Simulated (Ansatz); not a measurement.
`CSB(C)O` + HBr → `CB(O)Br` + CH₃SH at 500 K and 1 bar (ligand exchange at a B–S bond).

Computed with Ansatz on PBE0-D4/def2-TZVP structures; ΔE is electronic, products minus reactants. CCSD(T)/CBS adds triple-zeta CCSD(T) − MP2 to the extrapolated MP2 energy (def2 sets, frozen cores). This one scheme is used for every species. For Br outer-core shells are correlated without core-valence functions, which leaves a few kJ/mol of doubt a bond. Scalar relativity is left out up to krypton. One conformer a species, not always the lowest.

```csv
species,CCSD(T)/CBS energy (Eh),H − E (kJ/mol),S (J/(mol·K))
`CSB(C)O`,-578.15840,298.7,418.6
HBr,-2573.91920,30.5,213.7
`CB(O)Br`,-2713.85644,184.3,364.9
CH₃SH,-438.22835,145.1,283.7
```

H − E and S are ideal-gas, rigid-rotor, harmonic terms from PBE0-D4/def2-TZVP, for one conformer and one mirror image of each species. 1 Eh = 2625.50 kJ/mol, R = 8.31446 J/(mol·K).

Problem. By hand: ΔE, ΔH, ΔS and ΔG.

Solution. ΔE = (-2713.85644) + (-438.22835) − (-578.15840) − (-2573.91920) = -0.00719 Eh = -18.9 kJ/mol. Δ(H − E) = 184.3 + 145.1 − 298.7 − 30.5 = 0.2, so ΔH = -18.7 kJ/mol. ΔS = 364.9 + 283.7 − 418.6 − 213.7 = 16.3 J/(mol·K). ΔG = -18.7 − 500 × (16.3)/1000 = -26.9 kJ/mol.

Problem. By hand: the equilibrium constant, and the temperature at which ΔG would vanish if ΔH and ΔS stayed fixed.

Solution. log₁₀ K = −ΔG/(RT ln 10) = 2.8. ΔH and −TΔS have one sign here, so there is no such temperature.

TΔS isn't small against ΔH here. A doubt of 5 kJ/mol in ΔE shifts log₁₀ K by 0.5 here. Other conformers and mirror images would add mixing entropy, several J/(mol·K) or more a flexible species. These are equilibria of isolated gas molecules and say nothing of rates. Largest T1 diagnostic: 0.012 (customary marks: 0.02 for closed shells, 0.045 for open ones).
